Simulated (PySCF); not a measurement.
Broadened absorption spectrum of MgMeBr

MgMeBr, CH3BrMg.
Bonds: Mg1–C2, Mg1–Br6. Hydrogens: H3, H4, H5 on C2.

Computed, not measured: TDDFT PBE0/def2-SVPD, vertical, gas phase, core orbitals frozen in the response in PySCF 2.14.0, density-fitted response routines. Geometry: PBE0-D3(BJ)/def2-SVP; no solvent, vibrations or thermal averaging. Relativistic effects, spin–orbit coupling among them, are left out although an element past zinc is present.

Computed states:

```
state  E (eV)       f
   S1    5.68   0.037
   S2    5.68   0.037
   S3    5.73   0.334
   S4    6.10   0.056
   S5    6.10   0.056
   S6    6.52  0.0000
   S7    6.52  0.0000
   S8    6.53  0.0000
   S9    6.81   0.040
  S10    7.26   0.025
```

Each state is given a Gaussian of 0.3 eV full width at half maximum, with ε(max) = 2.175×10⁸ f / Δν̃ (Δν̃ the width in cm⁻¹). The cross-section is σ = 3.8235×10⁻²¹ ε cm², given in Mb (10⁻¹⁸ cm²). The width is an assumption, not a result. The curve ends short of the highest state used, and states not computed would add to its high-energy end.

**Question.** Give the broadened spectrum and its maxima.

**Answer.** 
```json
{"E (eV)": "5.23", "σ (Mb)": "0.10"}
{"E (eV)": "5.27", "σ (Mb)": "0.32"}
{"E (eV)": "5.30", "σ (Mb)": "0.69"}
{"E (eV)": "5.33", "σ (Mb)": "1.44"}
{"E (eV)": "5.37", "σ (Mb)": "3.50"}
{"E (eV)": "5.40", "σ (Mb)": "6.40"}
{"E (eV)": "5.43", "σ (Mb)": "11.11"}
{"E (eV)": "5.47", "σ (Mb)": "21.28"}
{"E (eV)": "5.50", "σ (Mb)": "32.53"}
{"E (eV)": "5.53", "σ (Mb)": "47.11"}
{"E (eV)": "5.57", "σ (Mb)": "70.95"}
{"E (eV)": "5.60", "σ (Mb)": "90.54"}
{"E (eV)": "5.63", "σ (Mb)": "109.43"}
{"E (eV)": "5.66", "σ (Mb)": "125.29"}
{"E (eV)": "5.70", "σ (Mb)": "137.98"}
{"E (eV)": "5.73", "σ (Mb)": "139.35"}
{"E (eV)": "5.76", "σ (Mb)": "133.53"}
{"E (eV)": "5.80", "σ (Mb)": "116.67"}
{"E (eV)": "5.83", "σ (Mb)": "100.02"}
{"E (eV)": "5.86", "σ (Mb)": "82.77"}
{"E (eV)": "5.90", "σ (Mb)": "62.70"}
{"E (eV)": "5.93", "σ (Mb)": "51.72"}
{"E (eV)": "5.96", "σ (Mb)": "44.74"}
{"E (eV)": "6.00", "σ (Mb)": "40.78"}
{"E (eV)": "6.03", "σ (Mb)": "40.40"}
{"E (eV)": "6.06", "σ (Mb)": "40.78"}
{"E (eV)": "6.10", "σ (Mb)": "40.49"}
{"E (eV)": "6.13", "σ (Mb)": "38.73"}
{"E (eV)": "6.16", "σ (Mb)": "35.43"}
{"E (eV)": "6.20", "σ (Mb)": "29.09"}
{"E (eV)": "6.23", "σ (Mb)": "23.58"}
{"E (eV)": "6.26", "σ (Mb)": "18.10"}
{"E (eV)": "6.29", "σ (Mb)": "13.16"}
{"E (eV)": "6.33", "σ (Mb)": "7.90"}
{"E (eV)": "6.36", "σ (Mb)": "5.07"}
{"E (eV)": "6.39", "σ (Mb)": "3.10"}
{"E (eV)": "6.43", "σ (Mb)": "1.58"}
{"E (eV)": "6.46", "σ (Mb)": "1.05"}
{"E (eV)": "6.49", "σ (Mb)": "0.92"}
{"E (eV)": "6.53", "σ (Mb)": "1.28"}
{"E (eV)": "6.56", "σ (Mb)": "1.94"}
{"E (eV)": "6.59", "σ (Mb)": "2.95"}
{"E (eV)": "6.63", "σ (Mb)": "4.84"}
{"E (eV)": "6.66", "σ (Mb)": "6.61"}
```

Maxima: 217 nm (5.72 eV), ε about 37000, made up of S3 (82%); 204 nm (6.07 eV), ε about 11000, made up of S4 (46%) and S5 (46%) (hardly more than a shoulder) (ε in L mol⁻¹ cm⁻¹; maxima over ε = 5, shares over 10%). At its high-energy end, 6.66 eV, the curve is still rising (ε about 1700, from S9).

**Question.** On this curve, what absorbance would a 10⁻⁵ mol/L sample give at 222 nm over a 1 cm path?

**Answer.** 222 nm is 5.585 eV, where ε is about 21000 L mol⁻¹ cm⁻¹, so A = ε c l ≈ 0.21 (Beer–Lambert, with the gas-phase spectrum and the assumed width).

**Question.** Coming from long wavelengths, where does ε first pass 100 L mol⁻¹ cm⁻¹?

**Answer.** At about 235 nm (5.28 eV), 0.41 eV below S1.

**Question.** What would ε be at 5.72 eV, the highest of these maxima, with half the width (0.15 eV)?

**Answer.** About 71100 L mol⁻¹ cm⁻¹ against 36500, a factor of about 1.9; a lone state at its own centre would give exactly 2.
